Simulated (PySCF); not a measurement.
Radial density of Fe (iron, neutral)

TPSSh, [Ar] 3d6 4s1 4p1, one real determinant (an excited configuration). Calculation: PySCF 2.14, in aug-cc-pVDZ; the non-relativistic Hamiltonian (point nucleus).

```csv
r (bohr),4πr²ρ (e/bohr),4πr²(ρα − ρβ)
0.00104,0.1526,0.0001
0.00175,0.4160,0.0002
0.00294,1.107,0.0005
0.00494,2.822,0.0012
0.00830,6.703,0.0028
0.0140,14.15,0.0057
0.0235,24.53,0.0094
0.0395,31.12,0.0102
0.0665,26.77,0.0103
0.112,25.91,0.0570
0.188,34.81,0.2989
0.316,20.07,1.2521
0.532,14.25,3.2340
0.895,14.13,3.3108
1.51,3.743,1.5715
2.53,1.042,0.8838
4.26,0.3640,0.3536
7.16,0.03666,0.0366
12.0,0.0005161,0.0005
```

⟨L²⟩ = 8.02 against 12 for a pure F term, so this real determinant mixes terms.
